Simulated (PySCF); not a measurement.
## The second ionisation energy along the third row

Calculated with PySCF 2.14 from differences of total energies of unrestricted determinants, without spin-orbit coupling. Values in eV. The last column holds reference values (NIST; (s) semi-empirical, (t) theoretical, else measured). Unmarked ones compare directly (S terms, centres of terms, or small fine structure); those marked * lie between the lowest fine-structure levels and include a spin-orbit shift.

```tsv
element	configurations	UHF	MP2 (valence)	SCS-MP2 (valence)	CCSD (valence)	CCSD(T) (valence)	reference
Mg (Sapporo-DZP-2012, spin-free X2C)	[Ne] 3s1 → [Ne]	14.734	n/a	n/a	n/a	n/a	15.035
Al (Sapporo-DZP-2012, spin-free X2C)	[Ne] 3s2 → [Ne] 3s1	17.554	18.192	18.319	18.532	18.532	18.829
Si (Sapporo-DZP-2012, spin-free X2C)	[Ne] 3s2 3p1 → [Ne] 3s2	15.833	16.028	16.015	16.177	16.195	16.322
P (Sapporo-DZP-2012, spin-free X2C)	[Ne] 3s2 3p2 → [Ne] 3s2 3p1	19.200	19.542	19.467	19.601	19.612	19.769 (s) *
S (Sapporo-DZP-2012, spin-free X2C)	[Ne] 3s2 3p3 → [Ne] 3s2 3p2	22.768	23.248	23.089	23.177	23.182	23.338 *
Cl (Sapporo-DZP-2012, spin-free X2C)	[Ne] 3s2 3p4 → [Ne] 3s2 3p3	22.548	23.035	23.049	23.057	23.069	23.771
Ar (Sapporo-DZP-2012, spin-free X2C)	[Ne] 3s2 3p5 → [Ne] 3s2 3p4	26.399	27.118	27.078	27.043	27.050	27.630 *
```

Problem. Which of these methods has the smallest mean absolute error against the measured values here?

Solution. CCSD(T) (valence), with 0.375 eV.

```
           method  elements  mean error (eV)  mean absolute error (eV)  largest error (eV)
              UHF         4           -0.822                     0.822              -1.274
    MP2 (valence)         3           -0.556                     0.556              -0.736
SCS-MP2 (valence)         3           -0.513                     0.513              -0.722
   CCSD (valence)         3           -0.385                     0.385              -0.714
CCSD(T) (valence)         3           -0.375                     0.375              -0.702
```

Errors include the incompleteness of the basis and the frozen core.

"Valence" correlates the outer s and p shells and, in groups 3 to 12 and the f block, the outer d or f shell, open or full, or the next shell where the ion has no valence electron left; the wider scheme adds the next inner shell.
